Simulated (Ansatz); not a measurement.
BH4 (SMILES [BH4-]), charge -1, multiplicity 1, relaxed at each level with Ansatz (a first-principles code); harmonic frequencies from differences of analytic forces, average atomic masses, frozen cores.

```json
[
 {"level": "HF/def2-TZVPP", "B1–H2 (Å)": "1.2420", "B1–H3 (Å)": "1.2420", "B1–H4 (Å)": "1.2420", "B1–H5 (Å)": "1.2420", "H2–B1–H3 (°)": "109.5", "H2–B1–H4 (°)": "109.5", "H2–B1–H5 (°)": "109.5", "dipole (D)": "-"},
 {"level": "PBE/def2-TZVPP", "B1–H2 (Å)": "1.2428", "B1–H3 (Å)": "1.2428", "B1–H4 (Å)": "1.2428", "B1–H5 (Å)": "1.2428", "H2–B1–H3 (°)": "109.5", "H2–B1–H4 (°)": "109.5", "H2–B1–H5 (°)": "109.5", "dipole (D)": "-"},
 {"level": "r2SCAN/def2-TZVPP", "B1–H2 (Å)": "1.2367", "B1–H3 (Å)": "1.2367", "B1–H4 (Å)": "1.2367", "B1–H5 (Å)": "1.2367", "H2–B1–H3 (°)": "109.5", "H2–B1–H4 (°)": "109.5", "H2–B1–H5 (°)": "109.5", "dipole (D)": "-"},
 {"level": "B3LYP/def2-TZVPP", "B1–H2 (Å)": "1.2352", "B1–H3 (Å)": "1.2352", "B1–H4 (Å)": "1.2352", "B1–H5 (Å)": "1.2352", "H2–B1–H3 (°)": "109.5", "H2–B1–H4 (°)": "109.5", "H2–B1–H5 (°)": "109.5", "dipole (D)": "-"},
 {"level": "PBE0/def2-TZVPP", "B1–H2 (Å)": "1.2377", "B1–H3 (Å)": "1.2377", "B1–H4 (Å)": "1.2377", "B1–H5 (Å)": "1.2377", "H2–B1–H3 (°)": "109.5", "H2–B1–H4 (°)": "109.5", "H2–B1–H5 (°)": "109.5", "dipole (D)": "-"},
 {"level": "wB97X-V/def2-TZVPP", "B1–H2 (Å)": "1.2403", "B1–H3 (Å)": "1.2403", "B1–H4 (Å)": "1.2403", "B1–H5 (Å)": "1.2403", "H2–B1–H3 (°)": "109.5", "H2–B1–H4 (°)": "109.5", "H2–B1–H5 (°)": "109.5", "dipole (D)": "-"},
 {"level": "MP2/cc-pVTZ", "B1–H2 (Å)": "1.2322", "B1–H3 (Å)": "1.2322", "B1–H4 (Å)": "1.2322", "B1–H5 (Å)": "1.2322", "H2–B1–H3 (°)": "109.5", "H2–B1–H4 (°)": "109.5", "H2–B1–H5 (°)": "109.5", "dipole (D)": "-"},
 {"level": "CCSD(T)/cc-pVDZ", "B1–H2 (Å)": "1.2561", "B1–H3 (Å)": "1.2561", "B1–H4 (Å)": "1.2561", "B1–H5 (Å)": "1.2561", "H2–B1–H3 (°)": "109.5", "H2–B1–H4 (°)": "109.5", "H2–B1–H5 (°)": "109.5", "dipole (D)": "-"},
 {"level": "CCSD(T)/cc-pVTZ", "B1–H2 (Å)": "1.2377", "B1–H3 (Å)": "1.2377", "B1–H4 (Å)": "1.2377", "B1–H5 (Å)": "1.2377", "H2–B1–H3 (°)": "109.5", "H2–B1–H4 (°)": "109.5", "H2–B1–H5 (°)": "109.5", "dipole (D)": "-"}
]
```
